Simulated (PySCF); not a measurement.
# Atomic charges by several schemes

Compound: C3H13OPSi2.
Cartesian coordinates in Å at the PBE0-D3(BJ)/def2-SVP level; atoms count from 1:
```xyz
20
C3H13OPSi2 angstrom
C      1.2781   -2.1994    0.1500
C      1.4513   -0.6971   -0.0587
Si    -0.0401    0.3344    0.4542
Si    -1.9612   -0.2852   -0.7630
P     -0.3562    0.0997    2.6821
O      0.2578    1.9702    0.2684
C      0.3383    2.6314   -0.9612
H      0.4017   -2.5913   -0.3917
H      1.1392   -2.4474    1.2143
H      2.1556   -2.7631   -0.2019
H      1.6627   -0.4770   -1.1203
H      2.3179   -0.3180    0.5108
H     -1.7445   -0.3067   -2.2465
H     -2.3975   -1.6554   -0.3448
H     -3.0758    0.6694   -0.4670
H     -0.9304   -1.2030    2.5449
H     -1.6255    0.7551    2.6693
H      0.3847    3.7161   -0.7797
H     -0.5424    2.4337   -1.6023
H      1.2410    2.3448   -1.5312
```

Density: PBE0/pcSseg-1 (PySCF); schemes: Mulliken, IAO, Hirshfeld and ESP-fitted. Geometry: PBE0-D3(BJ)/def2-SVP, one conformer, isolated molecule.

Problem. What partial charge does each atom carry?

Solution. In e:

```
atom                  environment  Mulliken     IAO  Hirshfeld  ESP-fitted
  C1                methyl carbon    -0.304  -0.401     -0.113      -0.427
  C2  sp3 carbon bound to silicon    -0.568  -0.550     -0.163      +0.093
 Si3         oxygen-bound silicon    +0.618  +0.852     +0.306      +0.367
 Si4                 SiH3 silicon    +0.142  +0.195     +0.183      +0.107
  P5  three-coordinate phosphorus    -0.197  -0.107     -0.021      -0.358
  O6           silyl ether oxygen    -0.637  -0.624     -0.234      -0.300
  C7               methoxy carbon    -0.026  -0.189     -0.034      -0.226
  H8              methyl hydrogen    +0.127  +0.134     +0.037      +0.104
  H9              methyl hydrogen    +0.125  +0.135     +0.037      +0.132
 H10              methyl hydrogen    +0.129  +0.144     +0.043      +0.102
 H11           methylene hydrogen    +0.149  +0.142     +0.038      +0.014
 H12           methylene hydrogen    +0.159  +0.150     +0.041      +0.020
 H13                Si–H hydrogen    -0.062  -0.096     -0.078      -0.059
 H14                Si–H hydrogen    -0.060  -0.090     -0.075      -0.070
 H15                Si–H hydrogen    -0.047  -0.088     -0.074      -0.059
 H16                 P–H hydrogen    +0.047  -0.007     -0.011      +0.096
 H17                 P–H hydrogen    +0.068  +0.003     -0.006      +0.127
 H18              methyl hydrogen    +0.126  +0.153     +0.049      +0.132
 H19              methyl hydrogen    +0.107  +0.119     +0.036      +0.111
 H20              methyl hydrogen    +0.103  +0.124     +0.039      +0.094
```

Mean size of the charges over all atoms: IAO 0.215 e, Mulliken 0.190 e, ESP-fitted 0.150 e, Hirshfeld 0.081 e. Each set sums to the total charge, 0, to within 0.001 e. The Hirshfeld scheme weights the molecular density at each point by an atom's share of the summed free-atom densities. The IAO scheme projects the occupied orbitals on a minimal set of polarised atomic orbitals and counts the electrons in each atom's part of it.

Lowest charge. The schemes don't all agree: Mulliken O6 (-0.637); IAO O6 (-0.624); Hirshfeld O6 (-0.234); ESP-fitted C1 (-0.427).

Highest charge. All schemes agree: Mulliken Si3 (+0.618); IAO Si3 (+0.852); Hirshfeld Si3 (+0.306); ESP-fitted Si3 (+0.367).

Problem. How closely do the schemes follow one another over all atoms?

Solution. Correlation coefficient and root-mean-square difference: Mulliken with IAO 0.97, 0.076 e; IAO with Hirshfeld 0.95, 0.199 e; Mulliken with Hirshfeld 0.92, 0.168 e; IAO with ESP-fitted 0.72, 0.211 e; Mulliken with ESP-fitted 0.69, 0.192 e; Hirshfeld with ESP-fitted 0.68, 0.140 e.

Problem. Sum the charges by element, for elements with more than one atom.

Solution. 
| element | atoms | Mulliken | IAO | Hirshfeld | ESP-fitted |
| --- | --- | --- | --- | --- | --- |
| C | 3 | -0.897 | -1.139 | -0.309 | -0.560 |
| Si | 2 | +0.760 | +1.047 | +0.489 | +0.474 |
| H | 13 | +0.971 | +0.823 | +0.076 | +0.744 |

The run behind these numbers computed NMR shieldings as well. The run took 99 s wall (grids of density and orbitals included) on an AMD EPYC with one thread, no GPU, shared host, and the process peaked at 0.94 GiB of memory.
